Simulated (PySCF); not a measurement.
F₄V, charge +1, multiplicity 1. Atoms are numbered in the order given.

```xyz
5

V      0.0000     0.0000     0.0000
F     -0.9421     0.9421    -0.9421
F      0.9421     0.9421     0.9421
F      0.9421    -0.9421    -0.9421
F     -0.9421    -0.9421     0.9421
```
Charge +1, spin multiplicity 1.

Geometry: PBE0-D3(BJ)/def2-SVP. The spin state was assumed, not searched. The isomer is the one that the SMILES or the coordinates give; other isomers of the formula were not compared.

These are PBE0/def2-TZVP (PySCF) values and carry that method's errors.

Symmetry labels are those of the subgroup D2 that the program uses (full group Td).

Computed valence orbital energies around the gap with their symmetry:
```tsv
orbital	symmetry	energy (eV)
HOMO−7	A	-22.49
HOMO−6	A	-21.58
HOMO−5	B1	-20.99
HOMO−4	B2	-20.99
HOMO−3	B3	-20.99
HOMO−2	B1	-20.39
HOMO−1	B2	-20.39
HOMO	B3	-20.39
LUMO	A	-12.35
LUMO+1	A	-12.35
LUMO+2	B1	-10.65
LUMO+3	B2	-10.65
```
